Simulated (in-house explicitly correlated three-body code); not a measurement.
Values are calculated unless marked as measured or tabulated.
## Two electrons around a charge Z: errors of exchange and correlation functionals on the exact density

The exact non-relativistic ground state comes from a variational code in 260 exponentially correlated functions, the Kohn-Sham parts from inverting its density (past Z = 6 the correlation energy is taken as exact minus Hartree-Fock, equal to within microhartrees), and self-consistent runs (Hartree-Fock is restricted) from a B-spline radial code. Z may be fractional; the second electron is bound down to Z = 0.911.

Each entry is functional minus exact.

```json
{"Z": "1.72", "M06-L x (mEh)": "-10.58", "M06-L c (mEh)": "+3.68", "PBEsol x (mEh)": "+45.63", "PBEsol c (mEh)": "-8.81", "r2SCAN x (mEh)": "-5.58", "r2SCAN c (mEh)": "+4.79"}
{"Z": "2.16", "M06-L x (mEh)": "-13.29", "M06-L c (mEh)": "+1.54", "PBEsol x (mEh)": "+63.83", "PBEsol c (mEh)": "-10.93", "r2SCAN x (mEh)": "-5.04", "r2SCAN c (mEh)": "+3.97"}
{"Z": "2.64", "M06-L x (mEh)": "-16.43", "M06-L c (mEh)": "-0.40", "PBEsol x (mEh)": "+83.27", "PBEsol c (mEh)": "-12.33", "r2SCAN x (mEh)": "-4.74", "r2SCAN c (mEh)": "+3.46"}
{"Z": "3.22", "M06-L x (mEh)": "-20.33", "M06-L c (mEh)": "-2.40", "PBEsol x (mEh)": "+106.5", "PBEsol c (mEh)": "-13.42", "r2SCAN x (mEh)": "-4.54", "r2SCAN c (mEh)": "+3.06"}
{"Z": "3.68", "M06-L x (mEh)": "-23.48", "M06-L c (mEh)": "-3.79", "PBEsol x (mEh)": "+124.9", "PBEsol c (mEh)": "-14.02", "r2SCAN x (mEh)": "-4.43", "r2SCAN c (mEh)": "+2.83"}
{"Z": "4.7", "M06-L x (mEh)": "?", "M06-L c (mEh)": "?", "PBEsol x (mEh)": "?", "PBEsol c (mEh)": "?", "r2SCAN x (mEh)": "?", "r2SCAN c (mEh)": "?"}
{"Z": "5.5", "M06-L x (mEh)": "-36.14", "M06-L c (mEh)": "-8.20", "PBEsol x (mEh)": "+197.3", "PBEsol c (mEh)": "-15.32", "r2SCAN x (mEh)": "-4.21", "r2SCAN c (mEh)": "+2.26"}
{"Z": "7", "M06-L x (mEh)": "?", "M06-L c (mEh)": "?", "PBEsol x (mEh)": "?", "PBEsol c (mEh)": "?", "r2SCAN x (mEh)": "?", "r2SCAN c (mEh)": "?"}
{"Z": "8.5", "M06-L x (mEh)": "-57.26", "M06-L c (mEh)": "-13.26", "PBEsol x (mEh)": "+316.3", "PBEsol c (mEh)": "-16.13", "r2SCAN x (mEh)": "-4.07", "r2SCAN c (mEh)": "+1.79"}
{"Z": "10.3", "M06-L x (mEh)": "-69.99", "M06-L c (mEh)": "-15.56", "PBEsol x (mEh)": "+387.7", "PBEsol c (mEh)": "-16.34", "r2SCAN x (mEh)": "-4.03", "r2SCAN c (mEh)": "+1.62"}
```

Q: What belongs in the row Z = 7?

A: M06-L x (mEh): -46.68; M06-L c (mEh): -10.98; PBEsol x (mEh): +256.8; PBEsol c (mEh): -15.83; r2SCAN x (mEh): -4.13; r2SCAN c (mEh): +1.99.

Q: What belongs in the row Z = 4.7?

A: M06-L x (mEh): -30.55; M06-L c (mEh): -6.44; PBEsol x (mEh): +165.5; PBEsol c (mEh): -14.89; r2SCAN x (mEh): -4.29; r2SCAN c (mEh): +2.46.

Q: How do the exchange errors scale with Z?

A: M06-L +1.25 % in the size of E_x at Z = 1.72 and +1.13 % at 10.3; PBEsol -5.38 % in the size of E_x at Z = 1.72 and -6.24 % at 10.3; r2SCAN +0.66 % in the size of E_x at Z = 1.72 and +0.06 % at 10.3. Exchange scales linearly under uniform scaling of the density, so its relative error changes only with the density's shape.
